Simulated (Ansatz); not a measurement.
Molecule: ZrH$_{3}$, charge 0, multiplicity 2. The spin state was set by rule; other spins were not relaxed. 
Structure (B3LYP-D3(BJ)/def2-TZVP (Ansatz, a program for electronic structure) minimum search):
SMILES: [ZrH3]
```xyz
4

Zr     0.0201     0.0028    -0.0084
H      0.4733    -0.5595     1.7076
H     -0.6404     1.7340    -0.1901
H     -0.6363    -1.2860    -1.1809
```
Charge 0, spin multiplicity 2.

Wanted: vertical ionisation energy (to the singlet state of charge +1; each state is the SCF solution reached for its spin; the molecule has degenerate orbitals, so one determinant may break the symmetry; for the singlet T1 is 0.027), in eV. Cores are frozen in the correlated levels unless marked. Open shells are spin-unrestricted. Spin-orbit coupling is left out. Frozen are the shells of the preceding noble gas and the d and f shells that filled before the atom's block. In def2 rows, elements after Kr have scalar-relativistic effective core potentials. CBS marks a two-point X^-3 extrapolation of the correlation energy; Hartree-Fock from the larger set.

```csv
level,program,vertical ionisation energy (eV)
MP2/def2-SVPD,Ansatz,7.42
MP2/def2-QZVPPD,Ansatz,7.46
"MP2/CBS(def2-TZVPPD,def2-QZVPPD)",Ansatz,7.47
"RI-MP2/CBS(def2-TZVPPD,def2-QZVPPD)",Ansatz,7.47
```

### Question
Predict the CCSD(T)/CBS(def2-TZVPPD,def2-QZVPPD) result (Ansatz).

### Answer
7.49 eV
